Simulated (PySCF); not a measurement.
C₆H₆. Atoms are numbered in the order given.

```xyz
12

C     -2.5342     1.3824     0.5543
C     -1.7794     0.5411     0.1258
C     -0.8516    -0.4843    -0.3762
C      0.4180    -0.5694     0.4497
C      1.6224    -0.4345    -0.0498
C      2.8228    -0.2974    -0.5570
H     -3.2067     2.1327     0.9314
H     -1.3664    -1.4608    -0.3624
H     -0.5998    -0.2715    -1.4269
H      0.3032    -0.7508     1.5255
H      3.3794    -1.1618    -0.9357
H      3.3029     0.6858    -0.6122
```

Geometry: ωB97X-D3(BJ)/def2-SVP. One conformer was computed; it need not be the lowest.

Calculation: PySCF with PBE/pcSseg-1.

GIAO shieldings, no solvent; atoms listed in one row are averaged. δ = σ(ref) − σ: ¹³C against TMS (σ = 182.0 ppm); ¹H against TMS (σ = 31.49 ppm), references at their B3LYP-D3(BJ)/def2-TZVP geometries, non-relativistic.

**Question.** Estimate the chemical shifts. (The exact figures need the calculation; the answer reports its results.)

**Answer.** 
```tsv
nucleus	atoms	count	δ (ppm)
¹³C	C5	1	222.8
¹³C	C4	1	93.7
¹³C	C2	1	85.3
¹³C	C6	1	80.5
¹³C	C1	1	73.3
¹³C	C3	1	27.4
¹H	H10	1	5.57
¹H	H11, H12	2	5.25
¹H	H8	1	3.44
¹H	H9	1	3.14
¹H	H7	1	2.02
```
